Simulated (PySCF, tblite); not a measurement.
Isomers of C7H10ClFO, one GFN2-xTB conformer each. Single-point energies are computed at PBE0/pcSseg-1 (PySCF, gas phase, no added dispersion term), electronic only.

Question: Rank them by PBE0/pcSseg-1 energy, lowest first (kcal/mol).
A. `[CH2:1]=[CH:2][C@@H:3]([CH2:4][CH3:5])[C@H:6]([F:7])[C:8](=[O:9])[Cl:10]` with C1–C2–C3–C4 124°, C2–C3–C4–C5 -64°, C2–C3–C6–F7 -64°, C3–C6–C8–O9 -62°
B. `[CH3:1][C:2]([CH3:3])([CH3:4])/[C:5]([Cl:6])=[CH:7]\[C:8](=[O:9])[F:10]` with C5–C7–C8–O9 -1°
C. `[CH3:1][C@@H:2]1[C@@H:3]([F:4])[CH2:5][C@:6]1([CH3:7])[C:8](=[O:9])[Cl:10]` with C5–C6–C8–O9 -6°, C1–C2–C3–F4 109°, C2–C3–C5–C6 10°, C3–C5–C6–C7 -128°, C1–C2–C6–C5 131°
D. `[CH3:1][C:2]([CH3:3])([CH3:4])/[CH:5]=[C:6](/[Cl:7])[C:8](=[O:9])[F:10]` with C5–C6–C8–O9 0°
E. `[CH3:1][C:2]([CH3:3])([CH3:4])/[C:5](=[CH:6]\[F:7])[C:8](=[O:9])[Cl:10]` with C2–C5–C8–O9 33°

Answer: B (0.0), C (1.8), D (3.7), E (8.4), A (11.0).

As drawn, the lowest has a quaternary carbon, which the highest lacks. Neighbours under 2.5 kcal/mol apart (CC(C)(C)/C(Cl)=C\C(=O)F and C[C@@H]1[C@@H](F)C[C@]1(C)C(=O)Cl; C[C@@H]1[C@@H](F)C[C@]1(C)C(=O)Cl and CC(C)(C)/C=C(/Cl)C(=O)F) can change places with a better method, another conformer or zero-point energy. GFN2-xTB itself gives, in the same order: 7.7, 0.0, 13.2, 14.5, 24.1. GFN2-xTB puts C[C@@H]1[C@@H](F)C[C@]1(C)C(=O)Cl lowest instead; measured from each level's own lowest isomer, the values differ by up to 13.1 kcal/mol (C=C[C@@H](CC)[C@H](F)C(=O)Cl: 24.1 against 11.0).

Question: Which frontier levels, dipoles and rotational constants go with these structures?

Answer: 
```tsv
SMILES	HOMO (eV, PBE0/pcSseg-1)	LUMO (eV)	dipole (D)	A, B, C (MHz)
CC(C)(C)/C(Cl)=C\C(=O)F	-8.05	-2.26	2.92	1537, 841.4, 617.8
C[C@@H]1[C@@H](F)C[C@]1(C)C(=O)Cl	-8.50	-1.18	1.79	1965, 759.0, 733.5
CC(C)(C)/C=C(/Cl)C(=O)F	-7.88	-2.34	3.35	1693, 773.4, 600.8
CC(C)(C)/C(=C\F)C(=O)Cl	-8.04	-1.85	2.14	1468, 901.7, 667.9
C=C[C@@H](CC)[C@H](F)C(=O)Cl	-7.99	-1.41	2.42	1734, 679.1, 631.5
```

Question: What happens when harmonic zero-point energies from GFN2-xTB frequencies are added?

Answer: 
```csv
SMILES,ZPE (kcal/mol),electronic (kcal/mol),with ZPE (kcal/mol)
CC(C)(C)/C(Cl)=C\C(=O)F,97.6,0.0,0.0
C[C@@H]1[C@@H](F)C[C@]1(C)C(=O)Cl,98.3,1.8,2.5
CC(C)(C)/C=C(/Cl)C(=O)F,97.2,3.7,3.4
CC(C)(C)/C(=C\F)C(=O)Cl,97.5,8.4,8.3
C=C[C@@H](CC)[C@H](F)C(=O)Cl,96.9,11.0,10.3
```

The zero-point energies span 1.4 kcal/mol. The order is unchanged.

Question: As an exercise, what shares would exp(−E/RT) give at 298.15 K from these electronic energies alone (no entropy, no degeneracies)?

Answer: RT = 0.592 kcal/mol: CC(C)(C)/C(Cl)=C\C(=O)F 94.9 %, C[C@@H]1[C@@H](F)C[C@]1(C)C(=O)Cl 4.9 %, CC(C)(C)/C=C(/Cl)C(=O)F 0.2 %, CC(C)(C)/C(=C\F)C(=O)Cl under 0.1 %, C=C[C@@H](CC)[C@H](F)C(=O)Cl under 0.1 %.
